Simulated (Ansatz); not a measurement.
Reaction (formal exchange of groups at the Si–C bond): `CO[SiH2]CS` + BH₃ → `B[SiH2]OC` + CH₃SH

Calculated with Ansatz (gas phase, PBE0-D4/def2-TZVP geometries, no zero-point term in ΔE). CBS: MP2 limit from def2 TZ/QZ plus the TZ coupled-cluster correction, frozen cores. This one scheme is used for every species. Functionals use def2-TZVPP. One conformer a species, not always the lowest.

(1) Is it downhill or uphill in electronic energy at CCSD(T)/CBS, and by how much? (Estimate.)

(2) What do these levels give: ωB97X-V, BLYP, HF/def2-TZVPP, SCS-MP2/def2-TZVPP, HF/def2-QZVPP, MP2/def2-QZVPP? (An estimate is asked.)

Largest T1 diagnostic among the species: 0.011.

Answers

(1) Ansatz gave: Uphill: ΔE = +5.8 kcal/mol.

(2) Ansatz gave: ωB97X-V 5.1, BLYP 2.1, HF/def2-TZVPP 4.7, SCS-MP2/def2-TZVPP 7.0, HF/def2-QZVPP 4.8, MP2/def2-QZVPP 7.9 kcal/mol.

From PBE to PBE0 (25 % exact exchange), in def2-TZVPP and without D4, ΔE moves by +1.1 kcal/mol. In def2-TZVPP, CCSD(T) changes the Hartree–Fock value by +1.0 kcal/mol (the triples alone add +0.4 kcal/mol) and MP2 by +3.1 kcal/mol.
